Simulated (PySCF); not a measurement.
Compound: CH10N2OSi3.
Cartesian coordinates in Å at the GFN2-xTB level; atoms count from 1:
```xyz
17
CH10N2OSi3 angstrom
N      2.5548   -0.6633   -0.5151
Si     1.2029   -0.2266    0.4637
C      0.6401    1.4874   -0.1514
O     -0.6473    1.8407    0.2962
Si    -2.0465    1.0793   -0.0015
Si    -1.7625   -1.1883    0.2414
N     -0.0298   -1.3918    0.1362
H      2.9360   -1.5876   -0.3977
H      3.3063   -0.0017   -0.6168
H      1.4651   -0.1492    1.9137
H      0.6663    1.5319   -1.2451
H      1.3155    2.2649    0.2162
H     -2.8653    1.7790    0.9855
H     -2.5233    1.4267   -1.3556
H     -2.2254   -1.7835    1.5126
H     -2.2934   -2.0651   -0.8168
H      0.2995   -2.3408    0.0539
```

Theory: TDDFT CAM-B3LYP/def2-SVPD, vertical, gas phase, core orbitals frozen in the response in PySCF 2.14.0, density-fitted response routines.

Broadening: Gaussians 0.25 eV wide at half height, area fixed by f = 4.319×10⁻⁹ ∫ε dν̃. The width is an assumption, not a result. The curve ends short of the highest state used, and states not computed would add to its high-energy end.

(λ (nm), ε (L mol⁻¹ cm⁻¹)): (192.8, 2524), (195.3, 1589), (197.8, 1213), (200.3, 835), (202.8, 499), (205.4, 377), (207.9, 318), (210.4, 202), (212.9, 87), (215.4, 26), (217.9, 7), (220.4, 13), (222.9, 55), (225.5, 179), (228.0, 390), (230.5, 609), (233.0, 700), (235.5, 602), (238.0, 395), (240.5, 201), (243.0, 81), (245.6, 25), (248.1, 6), (250.6, 1)

Question: Where are the band maxima, and which computed states make them?

Answer: 233 nm (5.32 eV), ε about 700, made up of S1 (100%) (ε in L mol⁻¹ cm⁻¹; maxima over ε = 5, shares over 10%). At its high-energy end, 6.43 eV, the curve is still rising (ε about 2500, from S3 and S4). The states used: S1 5.32 eV (f 0.0065); S2 5.99 eV (f 0.0029); S3 6.28 eV (f 0.0097); S4 6.53 eV (f 0.030); S5 6.66 eV (f 0.0076); S6 6.81 eV (f 0.0084); S7 6.84 eV (f 0.0071); S8 7.03 eV (f 0.029).

Question: On this curve, what absorbance would a 10⁻⁴ mol/L sample give at 248 nm over a 1 cm path?

Answer: 248 nm is 4.999 eV, where ε is about 6.7 L mol⁻¹ cm⁻¹, so A = ε c l ≈ 0.00067 (Beer–Lambert, with the gas-phase spectrum and the assumed width).

Question: Does any computed singlet lie in the visible range?

Answer: No computed singlet lies in the visible range (380 to 750 nm); the lowest, at 233 nm, stands 2.06 eV above its violet end (3.26 eV).

Question: What would ε be at 5.32 eV, the highest of these maxima, with half the width (0.125 eV)?

Answer: About 1400 L mol⁻¹ cm⁻¹ against 700, a factor of about 2.00; a lone state at its own centre would give exactly 2.

One conformer stands for the species.
